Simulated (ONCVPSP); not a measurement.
**Building the ONCV potential for carbon (LDA (Perdew-Zunger), scalar-relativistic).**

The input file (ONCVPSP 4.0.1):

```
# ATOM AND REFERENCE CONFIGURATION
# atsym  z   nc   nv     iexc    psfile
  C 6.00    1    1        3      upf
#
#   n    l    f
    1    0    2.00
    2    0    2.00
#
# PSEUDOPOTENTIAL AND OPTIMIZATION
# lmax
    1
#
#   l,   rc,      ep,       ncon, nbas, qcut
    0    1.15    0.00    4    8    6.00
    1    0.90    0.02    4    7   10.40
#
# LOCAL POTENTIAL
# lloc, lpopt,  rc(5),   dvloc0
    4    5    0.60    0.00
#
# VANDERBILT-KLEINMAN-BYLANDER PROJECTORs
# l, nproj, debl
    0    2    3.20
    1    3    3.60
#
# MODEL CORE CHARGE
# icmod, fcfact, rcfact
    0    0.00    0.00
#
# LOG DERIVATIVE ANALYSIS
# epsh1, epsh2, depsh
   -3.00    5.00    0.02
#
# OUTPUT GRID
# rlmax, drl
    6.00    0.01
#
# TEST CONFIGURATIONS
# ncnf
    4
# nvcnf
#   n    l    f
    2
    2    0    2.00
    2    1    2.00
#
    2
    2    0    2.00
    2    1    1.00
#
    1
    2    0    1.00
#
    2
    2    0    2.00
    2    1    1.50
#
```

Command:

```bash
oncvpsp.x < C.dat > C.out
```

Resulting log (shortened: citation, most of the input echo, consistency checks and plot data are left out):

```
ONCVPSP  (Optimized Norm-Conservinng Vanderbilt PSeudopotential)
scalar-relativistic version 4.0.1

#   n    l    f        energy (Ha)
    1    0    2.00    -1.1244035E+01
    2    0    2.00    -1.4763010E+00

Reference configufation results
  iterations    23
  all-electron total energy (Ha)   -3.61451728D+01

Begin loop to  construct optimized pseudo wave functions
and semi-local pseudopoentials for all angular momenta

   Wellstate for l =  0  n =  4
     eigenvalue =   1.7237
     asymptotic potential =   2.2237
     half-point radius =  2.6329

Calculating optimized projector #   1

 for l=   0

    Fraction of norm inside rc  0.387874
    Optimizing pswf for qcut=   6.01 a_B^-1,  ecut=  18.04 Ha
    Residual kinetic energy error=  1.41D-03 Ha

    Energy error per electron        Cutoff
         Ha          eV             Ha
         0.01000     0.27211       12.37
         0.00100     0.02721       19.81
         0.00010     0.00272      108.70
         0.00001     0.00027      134.61

Calculating optimized projector #   2

 for l=   0

    Fraction of norm inside rc  0.054066
    Optimizing pswf for qcut=   6.01 a_B^-1,  ecut=  18.04 Ha
    Residual kinetic energy error=  1.34D-03 Ha

    Energy error per electron        Cutoff
         Ha          eV             Ha
         0.01000     0.27211       12.23
         0.00100     0.02721       18.96
         0.00010     0.00272       42.47
         0.00001     0.00027      116.08

WARNING wellstate: moderately localized bound state found for n= 2 l=  1
WARNING scattering state with energy  0.05000000
WARNING will be used for the first projector

   Wellstate for l =  1  n =  3
     eigenvalue =   0.0500
     asymptotic potential =   0.5500
     half-point radius =  2.2852

   Wellstate for l =  1  n =  5
     eigenvalue =   3.6500
     asymptotic potential =   4.1500
     half-point radius =  2.7550

   Wellstate for l =  1  n =  6
     eigenvalue =   7.2500
     asymptotic potential =   7.7500
     half-point radius =  2.5629

Calculating optimized projector #   1

 for l=   1

    Fraction of norm inside rc  0.083128
    Optimizing pswf for qcut=  10.42 a_B^-1,  ecut=  54.29 Ha
    Residual kinetic energy error=  1.13D-04 Ha

    Energy error per electron        Cutoff
         Ha          eV             Ha
         0.01000     0.27211       25.69
         0.00100     0.02721       41.20
         0.00010     0.00272       54.91
         0.00001     0.00027      161.17

Calculating optimized projector #   2

 for l=   1

    Fraction of norm inside rc  0.038153
    Optimizing pswf for qcut=  10.42 a_B^-1,  ecut=  54.29 Ha
    Residual kinetic energy error=  3.05D-04 Ha

    Energy error per electron        Cutoff
         Ha          eV             Ha
         0.01000     0.27211       30.70
         0.00100     0.02721       46.99
         0.00010     0.00272       61.83
         0.00001     0.00027      122.46

Calculating optimized projector #   3

 for l=   1

    Fraction of norm inside rc  0.025536
    Optimizing pswf for qcut=  10.42 a_B^-1,  ecut=  54.29 Ha
    Residual kinetic energy error=  8.59D-04 Ha

    Energy error per electron        Cutoff
         Ha          eV             Ha
         0.01000     0.27211       36.09
         0.00100     0.02721       53.26
         0.00010     0.00272       68.34
         0.00001     0.00027      130.71

Construct Vanderbilt / Kleinmman-Bylander projectors

B matrix Hermiticity error, ll=   0
   1   2   -1.2908E-04

  Orthonormal projector coefficients  1.0493E+01  1.3631E+00

B matrix Hermiticity error, ll=   1
   1   2   -7.4007E-05
   1   3    1.2202E-04
   2   3    6.5352E-05

  Orthonormal projector coefficients -2.0960E+02 -4.0072E+00 -1.7051E+00

Pseudoatom total energy   -4.067171

Diagnostic tests using Vanderbilt-Kleinman-Bylander pseudopotentials
  1 or more projectors used as specified by nproj input data

   l    rcore       rmatch      e in        delta e   norm test  slope test

   0   1.1507464   1.1856856  -1.4763010  -0.0000089   1.0000365   1.0001143
   0   1.1507464   1.1856856   1.7236990   0.0000027   1.0002087   1.0002087

   1   0.9004558   0.9277956   0.0500000   0.0002959   1.0001774   1.0001774
   1   0.9004558   0.9277956   3.6500000   0.0000667   1.0002779   1.0002779
   1   0.9004558   0.9277956   7.2500000   0.0001813   1.0002849   1.0002849

 Testing for bound ghosts
   n   l    E NL Schr. Eq   E Basis Diag.   E Cutoff

   1   0       -1.476310       -1.463792    196.87

       1                      -61.574170    372.61  WARNING - GHOST(-)
   2   1       -1.170227       -1.088463    372.61

 Testing for highly-localized positive-energy ghosts
       l    <radius>/rc     E Basis Diag.   E Cutoff

Test configuration 0

   n   l     f        eae           eps        diff
   1   0  2.0000  -11.24403485
   2   0  2.0000   -1.47630102   -1.47630989   -8.88D-06

    Total energies and differences
      AE_ref= -3.61451728D+01  AE_tst= -3.61451728D+01  dif=  0.00D+00
      PS_ref= -4.06717118D+00  PS_tst= -4.06717118D+00  dif=  8.88D-16
      PSP excitation error= -8.88D-16

Test configuration 1

   n   l     f        eae           eps        diff
   1   0  2.0000   -9.95227010
   2   0  2.0000   -0.50140375   -0.50128945    1.14D-04
   2   1  2.0000   -0.19918463   -0.20019897   -1.01D-03

    Total energies and differences
      AE_ref= -3.61451728D+01  AE_tst= -3.74404821D+01  dif= -1.30D+00
      PS_ref= -4.06717118D+00  PS_tst= -5.36637088D+00  dif= -1.30D+00
      PSP excitation error=  3.89D-03

Test configuration 2

   n   l     f        eae           eps        diff
   1   0  2.0000  -10.50414433
   2   0  2.0000   -0.94103767   -0.94231374   -1.28D-03
   2   1  1.0000   -0.62922917   -0.63180018   -2.57D-03

    Total energies and differences
      AE_ref= -3.61451728D+01  AE_tst= -3.70366884D+01  dif= -8.92D-01
      PS_ref= -4.06717118D+00  PS_tst= -4.96069011D+00  dif= -8.94D-01
      PSP excitation error=  2.00D-03

Test configuration 3

   n   l     f        eae           eps        diff
   1   0  2.0000  -12.09463460
   2   0  1.0000   -2.05319896   -2.04557795    7.62D-03

    Total energies and differences
      AE_ref= -3.61451728D+01  AE_tst= -3.43823187D+01  dif=  1.76D+00
      PS_ref= -4.06717118D+00  PS_tst= -2.30732544D+00  dif=  1.76D+00
      PSP excitation error=  3.01D-03

Test configuration 4

   n   l     f        eae           eps        diff
   1   0  2.0000  -10.20307095
   2   0  2.0000   -0.70735779   -0.70801517   -6.57D-04
   2   1  1.5000   -0.39862930   -0.40054146   -1.91D-03

    Total energies and differences
      AE_ref= -3.61451728D+01  AE_tst= -3.72924331D+01  dif= -1.15D+00
      PS_ref= -4.06717118D+00  PS_tst= -5.21758327D+00  dif= -1.15D+00
      PSP excitation error=  3.15D-03
```

Note: ghosts flagged at negative energy: p at -1675.5 eV; no localised positive-energy state flagged. A true bound ghost makes a file unfit for plane-wave use.

The run took about 2.9 s on one core of a shared server CPU.
